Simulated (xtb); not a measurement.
Harmonic IR lines of one isomer of C9H7BFN, unscaled. Calculation: GFN2-xTB (xtb).

wavenumber (cm⁻¹): 658 (w), 753 (w), 766 (w), 816 (vs), 1101 (m), 1200 (m), 1206 (m), 1240 (m), 1249 (w), 1308 (w), 1357 (m), 1405 (m), 1442 (w), 1485 (m), 1548 (w), 1584 (vs), 2655 (s), 2706 (m), 3064 (w), 3073 (w), 3084 (w), 3094 (m), 3112 (w)

### Question
Identify which structure gives these lines.
A) `Bc1ccc(F)c2ncccc12`
B) `Bc1c(F)ccc2cccnc12`
C) `Bc1cc2ccccc2nc1F`
D) `Bc1cc2cccnc2cc1F`

### Answer
C, `Bc1cc2ccccc2nc1F`
